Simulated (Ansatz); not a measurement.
Cl3La (SMILES [Cl][La]([Cl])[Cl]), singlet, at a GFN2-xTB geometry (such geometries of metal compounds can be far from the true shape) (core potentials on La).

Ansatz (a quantum-chemistry and plane-wave program) was given this input:
Ansatz 0.2 input:
```yaml
crystal:
  periodic: [false, false, false]
  atoms:
    - {symbol: La, position_ang: [0.19334028, -0.19046844, -0.61524174]}
    - {symbol: Cl, position_ang: [-1.96926279, -0.82209264, 0.45709470]}
    - {symbol: Cl, position_ang: [-0.10301305, 2.17690188, 0.11512742]}
    - {symbol: Cl, position_ang: [1.42401726, -0.71617979, 1.49064724]}
basis:
  gaussian:
    orbitals: def2-TZVPD
hamiltonian:
  xc: pbe0
```

Task: What is the computed total energy (PBE0/def2-TZVPD in Ansatz)?

Result: -1412.0096 Eh

Task: Predict the number of basis functions from PBE0/def2-TZVPD.

Result: 181
